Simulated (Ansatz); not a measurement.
Reaction (redistribution): `[OH][SnH2][SiH2]Cl` + `O=[CH][GeH2][Cl]` → `O=[CH][SnH2][OH]` + `Cl[SiH2][GeH2][Cl]`

Gas-phase electronic energies from Ansatz, PBE0-D4/def2-TZVP geometries. CCSD(T)/CBS is the MP2 limit (def2-TZVPP, def2-QZVPP) plus CCSD(T) − MP2 in def2-TZVPP, frozen cores. Functionals use def2-TZVPP. B3LYP here is the variant with VWN-RPA as its local correlation; programs differ in this. def2 core potentials past Kr. For Ge, Sn outer-core shells are correlated without core-valence functions, which leaves a few kJ/mol of doubt a bond. Scalar relativity is left out up to krypton. Each species was taken in one conformer, which may not be the lowest.

| species | B3LYP energy (Eh) |
| --- | --- |
| `[OH][SnH2][SiH2]Cl` | -1042.44642 |
| `O=[CH][GeH2][Cl]` | -2652.47468 |
| `O=[CH][SnH2][OH]` | -405.38856 |
| `Cl[SiH2][GeH2][Cl]` | -3289.52796 |

Work out ΔE.

ΔE = (-405.38856) + (-3289.52796) − (-1042.44642) − (-2652.47468) = 0.00458 Eh = +2.9 kcal/mol. CCSD(T)/CBS gives +2.3 kcal/mol.

Largest T1 diagnostic among the species: 0.016.

In def2-TZVPP, CCSD(T) changes the Hartree–Fock value by −1.4 kcal/mol (the triples alone add −0.3 kcal/mol) and MP2 by −1.0 kcal/mol.
